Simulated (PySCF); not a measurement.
Computed IR spectrum (relative IR intensity) of a molecule CH5ClFNOSi. Geometry: B3LYP-D3(BJ)/def2-SVP. One conformer was computed; it need not be the lowest. Calculation: B3LYP-D3(BJ)/def2-SVP (PySCF 2.14.0). Frequencies are harmonic and unscaled.

Lines under 2 % of the strongest are left out, and lines within 2 cm⁻¹ are merged.

ν (cm⁻¹): 159 (vw), 308 (m), 326 (m), 379 (s), 393 (m), 532 (m), 746 (w), 848 (vs), 903 (s), 961 (vs), 1157 (vs), 1215 (s), 1480 (vw), 1530 (m), 3007 (m), 3081 (m), 3121 (w), 3577 (m), 3675 (m) (against the strongest line: vs over 80 %, s over 45 %, m over 15 %, w over 4 %, vw less)

### Question
Which structure fits?
(A) CN[Si@@](O)(F)Cl
(B) N[Si@](O)(Cl)CF
(C) NC[Si@@](O)(F)Cl
(D) CO[Si](N)(F)Cl

### Answer
D, CO[Si](N)(F)Cl
